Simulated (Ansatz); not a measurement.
C₃H₅FSi, SMILES `F/C=C1/C[SiH2]1`, relaxed with RKS PBE0-D4/def2-TZVP in the Gaussian-basis code of Ansatz from a PBE-D4/def2-SVP geometry. The force threshold is 0.005 eV/Å; the program also tests the step.

Total charge 0; spin multiplicity 1.

Start:

```xyz
10

F     2.466    1.044    0.635
C     1.702    0.372   -0.243
C     0.412    0.109   -0.030
C    -0.711   -0.593   -0.754
Si   -1.140    0.148    0.940
H     2.275    0.074   -1.142
H    -1.116   -0.110   -1.665
H    -0.645   -1.694   -0.859
H    -1.941    1.410    1.002
H    -1.301   -0.760    2.117
```

(1) By how much does the energy fall, and how many steps does the optimiser take? (An estimate is asked.)

(2) Which bonds change most? (An estimate is asked.)

(3) Give the relaxed structure. (An estimate is asked.)

## Answers

(1) The calculation gave: 1.33 kcal/mol, in 8 steps, 2 of them rejected.

(2) Computed: C4–Si5 from 1.898 to 1.866 Å; C3–Si5 from 1.831 to 1.806 Å; C2–C3 from 1.333 to 1.312 Å; C2–H6 from 1.106 to 1.087 Å.

(3) Ansatz gave: 
```xyz
10

F     2.454    1.030    0.613
C     1.678    0.363   -0.248
C     0.412    0.117   -0.008
C    -0.706   -0.585   -0.740
Si   -1.135    0.142    0.924
H     2.229    0.068   -1.137
H    -1.081   -0.104   -1.642
H    -0.624   -1.666   -0.843
H    -1.927    1.388    0.991
H    -1.300   -0.754    2.088
```
